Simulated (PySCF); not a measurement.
Al(Cl)(I)(OMe) (CH₃AlClIO), SMILES C[O][Al]([Cl])[I].

Geometry: B3LYP-D3(BJ)/def2-SVP. The structure was generated by enumeration; whether it is a known compound was not checked. The def2 effective core potentials stand for the cores of I; spin–orbit coupling is left out. Other conformers were not sampled.

Two levels are set side by side: PBE/def2-TZVP (PySCF) and r2SCAN/def2-TZVP (PySCF). Same geometry, gas phase. Differences are taken from unrounded values.

```tsv
quantity	r2SCAN
orbital gap (eV)	5.49
highest occupied level (eV)	-7.14
lowest empty level (eV)	-1.65
dipole moment (D)	1.74
mean polarisability (bohr³)	83.0
```

Problem. What does PBE give, and how far is it from r2SCAN? (An estimate is asked for; the answer gives what the named calculation found.)

Solution. 
| quantity | PBE | PBE minus r2SCAN |
|---|---|---|
| orbital gap (eV) | 4.78 | -0.71 |
| highest occupied level (eV) | -6.82 | 0.31 |
| lowest empty level (eV) | -2.05 | -0.40 |
| dipole moment (D) | 1.69 | -0.05 |
| mean polarisability (bohr³) | 86.3 | 3.3 |

Rough cost on one machine, each run with all the roots and properties that it gave: r2SCAN against PBE about 3 times.
